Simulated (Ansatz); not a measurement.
```yaml
crystal:
  periodic: [false, false, false]
  atoms:
    - {symbol: Sn, position_ang: [0.801570, -0.684057, -1.226815]}
    - {symbol: H, position_ang: [0.972707, 0.341605, -3.019950]}
    - {symbol: H, position_ang: [1.938242, -1.500104, -0.899600]}
    - {symbol: N, position_ang: [0.643064, 0.925398, 0.321777]}
    - {symbol: Sn, position_ang: [-0.872089, 0.549382, 1.365150]}
    - {symbol: H, position_ang: [-1.023959, -0.330436, 2.902062]}
    - {symbol: H, position_ang: [-2.059474, 1.819733, 1.251718]}
    - {symbol: N, position_ang: [-0.731646, -0.629329, -0.738881]}
    - {symbol: H, position_ang: [1.723129, 1.235257, 0.817146]}
    - {symbol: H, position_ang: [-1.385832, -1.788206, -0.354927]}
basis:
  gaussian: {orbitals: def2-mTZVP}
hamiltonian: {xc: {name: PBE}}
accuracy: high
scf: {omitted_lower_state_checks: [starts]}
```

```sh
$ ansatz run in.yaml --threads 4 --pin off --events-out ev --progress --plain --max-ram 3916MiB
```

Shortened log:

```
Functional definition: PBE
2830 factors; integrals over basis functions are off by at most 3.8e-9 eV
mean field evaluation 1: about -14697.5805 eV, gradient 1.2e2 eV
mean field evaluation 2: about -14416.2007 eV, gradient 2.6e2 eV
mean field evaluation 4: about -14726.1288 eV, gradient 2.8e1 eV
mean field evaluation 8: about -14728.1274 eV, gradient 6.0e-1 eV
mean field evaluation 16: about -14728.1186 eV, gradient 2.0e-3 eV
mean field -14728.11860878 eV, -541.2483757953 hartree, gradient 8.1e-9 eV, S^2 0.000000; 0 other end points of the search recorded, 0 dependent functions left out
reference -14728.11861453 eV, -541.2483760066 hartree; 32, 32 occupied and 96, 96 virtual orbitals, 2830 factors
Total energy: -14728.11861453 eV, -541.2483760066 hartree
Checks for a lower state left out: starts
```

It took 5 s on 4 threads of Arm Neoverse V1 on a shared host.

In the def2 sets Sn takes a core potential; there is no spin–orbit coupling.
